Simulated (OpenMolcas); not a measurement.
# N+: CASPT2 settings compared

```
Program             : OpenMolcas 26.06
Basis               : ANO-RCC-VDZP [3s2p1d]
Scalar Hamiltonian  : DKH4, point nucleus
Active space        : 2 electrons in 3 orbitals (2p)
State averaging     : 2S+1 = 3 even, 3 roots; 2S+1 = 1 even, 6 roots kept (CI in the orbitals of an earlier block)
Spin-orbit coupling : state interaction with AMFI integrals over the reference wave functions, term energies averaged over their components
```

Methods on the same reference wave functions:
A. CASSCF
B. SS-CASPT2, IPEA 0.4 Eh, no level shift (closed shells correlated: 1s 2s)
C. SS-CASPT2, IPEA 0.4 Eh, sigma2 regulariser 0.5 Eh (closed shells correlated: 1s 2s)
D. XMS-CASPT2, IPEA 0.35 Eh, no level shift (closed shells correlated: 2s)

Energies in cm⁻¹ above 2s² 2p² ³P₀, the measured ground level; measured values from NIST Handbook of Basic Atomic Spectroscopic Data.

```json
{"Level": "2s² 2p² ³P₀", "A": "0.0", "B": "0.0", "C": "0.0", "D": "0.0", "Measured": "0.0"}
{"Level": "2s² 2p² ³P₁", "A": "48.4", "B": "48.5", "C": "48.5", "D": "48.5", "Measured": "48.7"}
{"Level": "2s² 2p² ³P₂", "A": "144", "B": "144", "C": "144", "D": "144", "Measured": "131"}
{"Level": "2s² 2p² ¹D₂", "A": "17924", "B": "16680", "C": "16680", "D": "16660", "Measured": "15316"}
{"Level": "2s² 2p² ¹S₀", "A": "44664", "B": "37160", "C": "37160", "D": "37430", "Measured": "32689"}
```

Deviations, from unrounded energies. A percentage is the sum of absolute deviations over the sum of measured energies, with the sign that they share, or ± where signs differ.

| Against measurement | Levels | A | B | C | D |
| --- | --- | --- | --- | --- | --- |
| mean absolute deviation (cm-1) | 4 | 3600 | 1500 | 1500 | 1500 |
| fine structure of the ground term (%) | 2 | ±7.6 | ±7.6 | ±7.6 | ±7.6 |
| other terms of the ground configuration (%) | 2 | +30.4 | +12.2 | +12.2 | +12.7 |

B, C, D lie about equally close to measurement and A furthest from it. The largest miss of B in the table is 2s² 2p² ¹S₀, by +4500 cm-1. The ranking rests on the paired levels alone, and a cruder setting can come out closer through cancelling errors.

Among B to D the level of the table that moves most is 2s² 2p² ¹S₀, by 260 cm-1 (lowest in B, highest in D). Moves below CASPT2's spread within the term are not significant.

The mean deviations of B to D differ by less than CASPT2's widest spread within a term (310 cm-1), so their order carries little weight.

From A to B the spin-free energies of the other terms of 2s² 2p² shown, above ³P, scale by factors of 0.83 to 0.93.

The lowest spin-free term lies below A's lowest term by 0.063 hartree in B, 0.063 hartree in C, 0.067 hartree in D.

CASPT2 does not keep the components of a term degenerate, so their means are used; among the terms shown or strongly mixed into the levels shown the widest spread is 310 cm-1 (2s² 2p² ¹D, D). Terms from blocks run as CI alone lack orbitals of their own. With the s shell closed, the reference lacks s² → p² mixing. Without dynamic correlation excited terms often stand tens of per cent too high (terms of higher spin than the ground term too low), and those without a measured partner can miss by more than the paired ones (holds for A). Computed and measured levels are paired by configuration, term and J; levels that our copy of the source lacks, or whose pairing is in doubt (as where it misses far off the trend of its configuration), stay unpaired and out of the deviations. Only configurations of the active space appear.
